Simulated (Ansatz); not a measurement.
Ansatz (a program for electronic structure) input (PBE0/def2-SV(P)): A basis named .json is the Basis Set Exchange file of that set (core-valence sets with the plain set on hydrogen).

Ansatz 0.2 input:
```yaml
crystal:
  periodic: [false, false, false]
  atoms:
    - {symbol: F, position_ang: [0.00000000, 0.00000000, 0.00000000]}
basis:
  gaussian:
    orbitals: def2-SV_P_.json
hamiltonian:
  xc: {name: PBE0}
magnetization: {spin_polarized: true, initial_magnetization: 1}
scf: {lower_state_search: full}
```

Output:

```
Functional definition: PBE0
integrals: 0.00 GiB planned
71 factors; integrals over basis functions are off by at most 8.0e-5 eV
mean field: 0.05 GiB planned
mean field evaluation 1: about -2708.8031 eV, gradient 4.8e0 eV
mean field evaluation 2: about -2708.8032 eV, gradient 4.8e0 eV
mean field evaluation 4: about -2708.8656 eV, gradient 8.7e-1 eV
mean field evaluation 8: about -2708.8679 eV, gradient 1.5e-4 eV
mean field evaluation 16: about -2708.8653 eV, gradient 8.7e-1 eV
mean field evaluation 32: about -2708.8679 eV, gradient 1.5e-3 eV
mean field -2708.86786832 eV, -99.5490580241 hartree, gradient 1.3e-6 eV, S^2 0.751072; 2 other end points of the search recorded, 0 dependent functions left out
reference -2708.86787035 eV, -99.5490580989 hartree; 5, 4 occupied and 9, 10 virtual orbitals, 71 factors
Total energy: -2708.86787035 eV, -99.5490580989 hartree
```
